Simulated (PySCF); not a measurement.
HGa, triplet, geometry from GFN2-xTB (such geometries of metal compounds can be far from the true shape) (the spin is typed, not shown lowest). Base run: M062X/aug-cc-pVDZ run with PySCF.

Input for PySCF:
```python
from pyscf import gto, scf, dft, solvent

mol = gto.Mole()
mol.atom = '''
    Ga   -0.00000000   -0.00000000   -0.05376744
    H     0.00000000    0.00000000    1.66679055
'''
mol.basis = 'aug-cc-pvdz'
mol.spin = 2
mol.verbose = 4
mol.build()

mf = dft.UKS(mol)
mf.xc = 'm062x'
mf.kernel()
```

The base run was repeated with changes; each row names its change, and settings that it needs were set with it.

```csv
change,ΔE vs base (kJ/mol),dipole (D)
base,0.00,0.31
model = IEF-PCM; solvent = acetonitrile,-9.20,0.49
model = C-PCM; solvent = toluene,-5.44,0.40
model = COSMO; solvent = toluene,-4.47,0.38
model = SS(V)PE; solvent = toluene,-4.36,0.38
model = IEF-PCM; solvent = toluene; r_probe = 0.5,-2.17,0.36
model = IEF-PCM; solvent = toluene; vdw_scale = 1.4,-2.57,0.35
model = IEF-PCM; solvent = n-hexane,-3.35,0.36
model = IEF-PCM; solvent = methanol,-9.16,0.48
model = IEF-PCM; solvent = toluene,-4.36,0.38
model = IEF-PCM; solvent = toluene; vdw_scale = 1.0,-9.23,0.44
model = IEF-PCM; solvent = dimethylsulfoxide,-9.30,0.49
```

The base is the gas phase, so ΔE is the electrostatic part of solvation at a fixed geometry, without cavity and dispersion terms.

Open shells are given as the SCF converged; they aren't shown to be the lowest states, and a large step between rows can be another state.
